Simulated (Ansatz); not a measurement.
## The dipole moment down a group: Si to Sn

One atom is swapped for its congeners: C2HF2Si `C#C[Si](F)F`; C2HF2Ge `C#[C][Ge]([F])[F]`; C2HF2Sn `C#[C][Sn]([F])[F]`. All are doublets with charge 0.

Shapes, held fixed at every level: PBE0-D4/def2-TZVP. Programs: Ansatz 0.2.0. Values in D.

| level | C2HF2Si | C2HF2Ge | C2HF2Sn |
| --- | --- | --- | --- |
| PBE-D4/def2-TZVPP | 2.07 | 2.85 | 3.45 |
| r2SCAN-D4/def2-TZVPP | 2.16 | 2.99 | 3.62 |
| B3LYP-D4/def2-TZVPP | 2.22 | 3.08 | 3.71 |
| wB97M-V/def2-TZVPP | 2.21 | 3.07 | 3.71 |

At wB97M-V/def2-TZVPP the dipole moment rises at every step, from 2.21 to 3.71 D. Every level shows the same order. Open shells run unrestricted unless RO is named. For atoms past krypton def2 sets carry core potentials with scalar relativity. Relativity is left out for Ge unless named.
